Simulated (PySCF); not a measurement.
Gas-phase reaction: 4 SnF3 + 3 HF + SnH2 → 5 SnHF3

Energies from PySCF, thermal terms from the rigid-rotor harmonic-oscillator model, ideal gas at 1 bar. † marks an energy on the PBE0/def2-TZVP geometry and frequencies. MP2 freezes the core. Open shells (unrestricted): SnF3 (multiplicity 2); the rest are closed-shell singlets. Sn: scalar-relativistic def2 core potential, no spin-orbit coupling. SnF3, SnH2, SnHF3: computed as isolated molecules; such fragments, hydroxides, amides, oligomers or adducts are transient or little studied in the gas. MP2 isn't extrapolated to the basis-set limit; its ΔH°(298 K) is -615.1 kJ in def2-SVP and -593.6 kJ in def2-TZVPP. The harmonic model lacks anharmonicity and excited electronic states, which grow with temperature; levels with a mode under 35 cm⁻¹ are left out.

```csv
level,"ΔE electronic, kJ","ΔH°(298 K), kJ","ΔS°(298 K), J/K","ΔG°(800 K), kJ"
HF/def2-TZVP†,-504,-509,-452,-150
MP2/def2-TZVPP†,-588,-594,-452,-234
PBE0/def2-SVP†,-526,-531,-452,-172
r2SCAN/def2-TZVP†,-551,-556,-452,-197
LDA/def2-TZVP†,-595,-600,-452,-241
ωB97M-V/def2-TZVP†,-581,-587,-452,-227
```
ΔH° is lowest at LDA/def2-TZVP† and highest at HF/def2-TZVP†. No reference value is set beside these.
